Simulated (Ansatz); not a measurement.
AlCl, SMILES [Al][Cl] (connectivity only; charge and spin as stated), neutral, multiplicity 1.

Geometry optimised at PBE0-D3(BJ)/def2-TZVPD.

Two levels are set side by side: PBE/def2-TZVPD (Ansatz, a quantum-chemistry and plane-wave program) and CAM-B3LYP/def2-TZVPD (Ansatz). Energy differences of separate SCF runs at the same geometry; the states with an electron removed or added have multiplicity 2 and 2. Differences are taken from unrounded values.

```csv
quantity,CAM-B3LYP
vertical ionisation energy (eV),9.39
vertical singlet–triplet gap (eV),3.04
```

Q: What does PBE give, and how far is it from CAM-B3LYP? (The exact figures need the calculation; the answer reports its results.)

A: 
```tsv
quantity	PBE	PBE minus CAM-B3LYP
vertical ionisation energy (eV)	9.20	-0.19
vertical singlet–triplet gap (eV)	2.86	-0.18
```
